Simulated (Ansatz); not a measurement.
Several settings on one geometry of the cluster SiO₄H₄ (the lowest singlet isomer of a short search) (that of the charge 0 singlet, r2SCAN-D4/def2-SVP). Ansatz on 4 threads of INTEL XEON PLATINUM 8581C on a shared host; times are rough.

Cartesian coordinates in Å:
```
Si -0.142 0.358 -0.542
O -1.488 1.379 -0.694
O 0.560 -1.451 0.199
O 0.860 0.981 0.642
O -1.709 -0.128 -0.242
H 0.537 0.112 -1.820
H 0.560 1.849 0.943
H -0.204 -1.960 0.516
H 1.026 -1.139 0.997
```

Totals from different functionals, basis sets or treatments of relativity can't be compared as stabilities.

DK, ANO-RCC and x2c sets are all-electron and run with scalar relativity unless a key says otherwise.

The spins typed aren't always the lowest for that charge.

Task: Give the basis size and estimate the energy, ⟨S²⟩, dipole and time of these runs.

```json
{"run": "1", "method": "ROKS ωB97X/pcseg-2", "charge": "0", "state": "triplet", "further keys": "scf: {omitted_lower_state_checks: [starts]}"}
{"run": "2", "method": "RKS ωB97X/ANO-RCC-VTZP", "charge": "0", "state": "singlet", "further keys": "scf: {omitted_lower_state_checks: [starts]}; forces asked"}
{"run": "3", "method": "UKS BHLYP-D3(BJ)/6-31G", "charge": "0", "state": "singlet", "further keys": "scf: {omitted_lower_state_checks: [starts]}; forces asked"}
```

Result: 
| run | functions | energy (Eh) | ⟨S²⟩ | dipole (D) | wall time |
| --- | --- | --- | --- | --- | --- |
| 1 | 210 | -592.7660 | – | – | 6 s |
| 2 | 210 | -593.7005 | – | 4.43 | 10 s |
| 3 | 57 | -592.4267 | 0.00 | 4.65 | 0.8 s |

The restricted singlet is unstable towards broken spin symmetry in Hartree–Fock (as tested in another run); at RKS ωB97X/ANO-RCC-VTZP this wasn't settled.
